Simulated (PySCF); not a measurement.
## Calculated properties of `FB(F)c1ccc(S)cc1`

C6H5BF2S.
Numbering: `[F:1][B:2]([F:3])[c:4]1[cH:5][cH:6][c:7]([SH:8])[cH:9][cH:10]1` (hydrogens: H11 on C5; H12 on C6; H13 on S8; H14 on C9; H15 on C10)

Among its groups: benzene ring, thiol and three-coordinate boron.

**PBE0-D3(BJ)/def2-SVP geometry optimisation, gas phase (PySCF)**

* Rotational constants A, B, C: 3.642, 0.514, 0.451 GHz

From wB97X-D/def2-SVPD ground state and vertical TDDFT (core frozen in the response) (PySCF):

- Dipole moment: 2.10 D
- HOMO energy: -8.56 eV
- LUMO energy: 0.07 eV
- HOMO–LUMO gap: 8.63 eV
- Lowest singlet excitation: 4.95 eV (250 nm, f = 0.023)
- Static isotropic polarisability: 106.1 au
- Electronic spatial extent ⟨r²⟩ about the centre of nuclear charge: 2165 bohr²

Monoisotopic mass from the formula: 158.0173 u.

In wavenumbers S1 is 39900 cm⁻¹ (1 eV = 8065.54 cm⁻¹). No computed singlet falls in the visible range (750 to 380 nm, 1.65 to 3.26 eV); S1 lies 1.69 eV above its blue end. The rotational constants make it an asymmetric top with κ = (2B − A − C)/(A − C) = -0.96, nearer the prolate limit (−1). The principal polarisabilities are 63.2, 100.7 and 154.4 au; their mean is the isotropic value. S1 lies 3.68 eV below the HOMO–LUMO gap; its leading configuration is HOMO→LUMO+1, weight 0.53, beside HOMO−1→LUMO, weight 0.38. With B = h/(8π²I), that is 505.379 GHz u Å² over I, the principal moments of inertia are 138.8, 982.5 and 1121.3 u Å² (most abundant isotopes). The polarisability is 15.72 Å³ as a volume (1 au = 0.148185 Å³), or 1.33 au for each of the 80 electrons.

Conformer computed: `[F:1][B:2]([F:3])[c:4]1[cH:5][cH:6][c:7]([SH:8])[cH:9][cH:10]1`: F1–B2–C4–C5 179°, H–S8–C7–C6 180°.

One conformer stands for the species.
